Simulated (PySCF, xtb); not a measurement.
CH3FOSe, SMILES O(C)[Se]F. Atoms are numbered in the order given.

```xyz
7

Se     0.0038     0.3875     0.5493
F     -1.6763     0.1210     0.0654
O      0.7740    -0.9330    -0.3294
C      0.9555    -0.7641    -1.7258
H      1.4502     0.1928    -1.9610
H      1.5904    -1.5972    -2.0596
H     -0.0091    -0.8112    -2.2554
```
Charge 0, spin multiplicity 1.

The structure is a stationary point at PBE0-D3(BJ)/def2-SVP. The values are those of a single conformer.

Calculation: IEF-PCM-ωB97X/def2-SVP run with PySCF.

The values are the electrostatic part of the solvation free energy, E(continuum) − E(gas) at the gas-phase geometry, in a cavity of scaled van der Waals radii (PySCF's table); cavitation and dispersion terms are not included. In vacuum the orbital gap is 9.96 eV. The dipole moment in vacuum is 2.18 D.

Computed values in water (ε = 78.36), toluene (ε = 2.37), ethanol (ε = 24.85):
```json
[
 {"solvent": "water", "ε": "78.36", "ΔG(elec) (kcal/mol)": "-4.1", "dipole (D)": "2.65", "gap (eV)": "10.06"},
 {"solvent": "toluene", "ε": "2.37", "ΔG(elec) (kcal/mol)": "-1.9", "dipole (D)": "2.40", "gap (eV)": "10.00"},
 {"solvent": "ethanol", "ε": "24.85", "ΔG(elec) (kcal/mol)": "-3.9", "dipole (D)": "2.63", "gap (eV)": "10.05"}
]
```

For comparison, GFN2-xTB/ALPB(water) (xtb, at the GFN2-xTB geometry, all terms of that model) gives -2.2 kcal/mol.
